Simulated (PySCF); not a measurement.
## Molecular orbitals of NbBr

M06-L at R = 2.497 Å; basis Nb def2-TZVPP with ECP28, Br def2-TZVPP; scalar-relativistic core potentials; PySCF 2.14. State: ⁵Σ⁻ (quintet), unpaired electrons σ ↑↑, δ ↑↑. Only the outer orbitals are listed, counted within each symmetry, core potentials removing the inner ones.

| spin | orbital | occ. | ε (eV) | on Nb (%) | main shells (%) |
| --- | --- | --- | --- | --- | --- |
| α | 9σ | 1 | -19.57 | 2 | 98 Br s |
| α | 10σ | 1 | -9.03 | 21 | 77 Br p, 15 Nb d |
| α | 5π | 1 | -7.85 | 13 | 86 Br p, 11 Nb d |
| α | 5π | 1 | -7.85 | 13 | 86 Br p, 11 Nb d |
| α | 11σ | 1 | -5.50 | 97 | 53 Nb d, 44 Nb s |
| α | 2δ | 1 | -5.17 | 100 | 100 Nb d |
| α | 2δ | 1 | -5.15 | 100 | 100 Nb d |
| α | 12σ | 1 | -3.72 | 89 | 40 Nb s, 27 Nb p, 22 Nb d |
| α | 6π | 0 | -4.20 | 89 | 87 Nb d, 10 Br p |
| α | 6π | 0 | -4.20 | 89 | 87 Nb d, 10 Br p |
| α | 7π | 0 | -1.07 | 98 | 96 Nb p |
| β | 8σ | 1 | -37.10 | 99 | 99 Nb p |
| β | 4π | 1 | -36.25 | 100 | 100 Nb p |
| β | 4π | 1 | -36.25 | 100 | 100 Nb p |
| β | 9σ | 1 | -19.58 | 2 | 98 Br s |
| β | 10σ | 1 | -8.70 | 16 | 83 Br p, 9 Nb d |
| β | 5π | 1 | -7.85 | 9 | 91 Br p |
| β | 5π | 1 | -7.85 | 9 | 91 Br p |
| β | 11σ | 0 | -3.65 | 103 | 54 Nb s, 45 Nb d |
| β | 2δ | 0 | -2.79 | 100 | 100 Nb d |
| β | 2δ | 0 | -2.79 | 100 | 100 Nb d |

Q: Which are the highest filled and the lowest empty level, where do they sit, and how wide is the gap?

A: Highest filled α 12σ at -3.72 eV (in %: 40 Nb s, 27 Nb p, 22 Nb d); lowest empty α 6π at -4.20 eV (in %: 87 Nb d, 10 Br p); the gap at M06-L is -0.48 eV.

| Quantity | Value |
| --- | --- |
| bond order (Mayer) | 1.27 |
| ⟨S²⟩ | 6.017 |
| charge on Nb (Mulliken, basis-dependent) | 0.31 |
| charge on Nb (Löwdin, basis-dependent) | -0.15 |
| dipole moment (positive dipole means Nb(−)Br(+)) | -0.59 D |

Shares are Mulliken populations and can fall outside 0 to 100 %.

Spin–orbit coupling is left out. Counting both spins, an empty level lies below a filled one in this solution, because spin and occupation are held. The state is the lowest single determinant that the PBE0 search found; with open d or f shells the true ground state can be another one.
